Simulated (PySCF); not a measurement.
A structure optimised at PBE-D3(BJ)/def2-SVP, used in a PySCF frequency run:

```xyz
10

In    -0.0273     0.3894     0.1056
Cl     1.2874     1.9840    -1.0031
Cl    -1.5181     0.9522     1.8270
O     -0.6864    -1.3247    -1.1648
C      0.1690    -2.0872    -0.5879
C      0.2554    -3.5378    -0.9699
O      0.9302    -1.6174     0.3309
H      1.2346    -3.9588    -0.6833
H      0.0676    -3.6589    -2.0521
H     -0.5400    -4.0880    -0.4264
```
Charge 0, spin multiplicity 1.

### Question
Write its SMILES and formula.

### Answer
CC(=O)[O][In]([Cl])[Cl], C₂H₃Cl₂InO₂

### Question
What are its rotational constants (standard atomic weights)?

### Answer
1.4730, 0.89032, 0.61006 GHz
